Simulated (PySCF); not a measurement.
**Electric field gradients and quadrupole coupling constants**

Species: C4H2ClF3O.
Z-matrix (Å and degrees, GFN2-xTB geometry), rows numbered from 1:
```
O 
C   1  1.1841
Cl  2  1.7656  1  120.50
C   2  1.4743  1  128.92  3  -179.95
C   4  1.3304  2  124.27  1    -0.50
C   5  1.5083  4  125.36  2     0.01
F   6  1.3440  5  110.04  4   179.99
F   6  1.3364  5  112.93  4   -61.43
F   6  1.3364  5  112.93  4    61.39
H   4  1.0796  2  115.93  1   179.51
H   5  1.0809  4  121.18  2   179.99
```

Field gradients from the PBE0/pcSseg-1 density (PySCF, non-relativistic), principal values in atomic units, ordered |Vxx| ≤ |Vyy| ≤ |Vzz|:

```csv
atom,Vxx,Vyy,Vzz
O1,0.4223,1.2025,-1.6248
Cl3,-1.0793,-2.1734,3.2526
```

Q: Find the asymmetry η = (Vxx − Vyy)/Vzz and the couplings χ = eQV/h (234.96 MHz × Q in barn × V in au), with Q(17O) = −0.0256 b, Q(35Cl) = −0.0817 b.

A: 
```csv
atom,environment,nucleus,η,χzz (MHz),χxx (MHz),χyy (MHz)
O1,carbonyl oxygen,17O,0.48,9.77,-2.54,-7.23
Cl3,chlorine bonded to C,35Cl,0.34,-62.44,20.72,41.72
```

The tensor is traceless: Vxx + Vyy + Vzz = 0.

Q: What is Vzz at Cl3 in SI units (1 au = 9.71736 × 10²¹ V/m²)?

A: 3.2526 au = 31.607 × 10²¹ V/m².

Q: And the gradient at the other heavy atoms, for which no coupling is worked out here?

A: 
```json
{"atom": "C2", "environment": "acyl halide carbon", "Vzz (au)": "-0.422", "η": "0.57"}
{"atom": "C4", "environment": "alkene CH carbon", "Vzz (au)": "0.291", "η": "0.76"}
{"atom": "C5", "environment": "alkene CH carbon", "Vzz (au)": "0.349", "η": "0.62"}
{"atom": "C6", "environment": "CF3 carbon", "Vzz (au)": "-0.377", "η": "0.08"}
{"atom": "F7", "environment": "fluorine of a CF3 group", "Vzz (au)": "2.920", "η": "0.04"}
{"atom": "F8", "environment": "fluorine of a CF3 group", "Vzz (au)": "2.966", "η": "0.03"}
{"atom": "F9", "environment": "fluorine of a CF3 group", "Vzz (au)": "2.967", "η": "0.03"}
```

Q: What couplings would deuterons (Q(2H) = 0.00286 b) have in place of the hydrogens, at this geometry?

A: 
```csv
atom,bonded to,bond length (Å),Vzz (au),η,χzz (kHz)
H10,C4,1.080,0.3175,0.08,213
H11,C5,1.081,0.3170,0.06,213
```

The structure is a single GFN2-xTB conformer in the gas phase; no vibrational or solvent corrections. GFN2-xTB bond lengths can be off by several hundredths of an ångström, more for odd bonds, and the gradients follow them. These gradients aren't converged with respect to the basis.
